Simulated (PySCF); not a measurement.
Working with the constants of BeS

RHF-CCSD(T) constants of BeS, ¹Σ⁺ (singlet), closed shell (basis Be def2-SVP, S def2-SVP; no relativity; PySCF 2.14; masses 9.0122 and 31.9721 u):

- ωe: 940.8 cm⁻¹
- ωexe: 5.7 cm⁻¹
- Be: 0.75507 cm⁻¹
- αe: 0.00667 cm⁻¹
- D (centrifugal): 1.95e-06 cm⁻¹
- De to Be + S: 2.39 eV

(1) Give the band origin of the fundamental and the first lines of its P and R branches.

(2) Near which J would the R branch turn back, without centrifugal distortion?

Correlated steps freeze 5 core orbitals. Correlated levels converge slowly with the basis: in double zeta they bind strong bonds too weakly, by up to about 1 eV, and carry superposition errors of some tenths. Where the molecule has an RHF reference, its open-shell atoms are computed with UHF. The CCSD T1 diagnostic is raised, a sign that a single reference may not be enough here.

## Answers

(1) ν0 = ωe − 2ωexe = 929.4 cm⁻¹, B0 = 0.75174, B1 = 0.74506 cm⁻¹.

```
J″  P(J″) − ν0  R(J″) − ν0
 0                   1.490
 1      -1.503       2.967
 2      -3.020       4.430
 3      -4.550       5.880
 4      -6.093       7.316
 5      -7.650       8.739
 6      -9.219      10.148
```

(2) At J ≈ (B0 + B1)/(2(B0 − B1)) − 1 ≈ 110.
